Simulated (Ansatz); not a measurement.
System: ZnS (charge 0, singlet). SMILES: [S]=[Zn]
Geometry: optimised at B3LYP-D3(BJ)/def2-TZVP (Ansatz, an electronic-structure program).

Property: vertical ionisation energy to the doublet, in eV. Conventions: each state is the SCF solution reached for its charge and spin; frozen cores in correlated levels (noble-gas shells and the d and f shells of earlier blocks); LANL2DZ with its own core potentials from Na on; open shells spin-unrestricted; six Cartesian d functions in 6-31G* and its kin unless marked 5d; no spin-orbit coupling; non-relativistic. First-principles rows: single points at B3LYP-D3(BJ) geometries (Ansatz). The Hartree-Fock reference of [S]=[Zn] is unstable towards a lower, spin-broken solution.

| level | program | vertical ionisation energy to the doublet (eV) |
|---|---|---|
| HF/6-31G* | Ansatz | 6.88 |
| HF/6-31G* with LANL2DZ past Ar | Ansatz | 7.03 |
| PBE/6-31G* | Ansatz | 8.56 |
| B3LYP/3-21G | Ansatz | 8.58 |
| B3LYP/6-31G* | Ansatz | 8.52 |
| B3LYP/6-31G* with LANL2DZ past Ar | Ansatz | 8.56 |
| MP2/6-31G* | Ansatz | 8.11 |
| MP2/6-31G* with LANL2DZ past Ar | Ansatz | 8.14 |
| PBE0/def2-TZVPD | Ansatz | 8.50 |
| wB97M-V/def2-TZVPD | Ansatz | 8.48 |
| wB97X-V/def2-TZVPD | Ansatz | 8.40 |

No value to compare with is used here. The 8 habitual levels span 6.88 (HF/6-31G*) to 8.58 eV (B3LYP/3-21G); wB97X-V/def2-TZVPD gives 8.40.

The levels are drawn from those run, B3LYP/6-31G* more often than the rest, none by its result; runs whose electronic state is in doubt are left out.
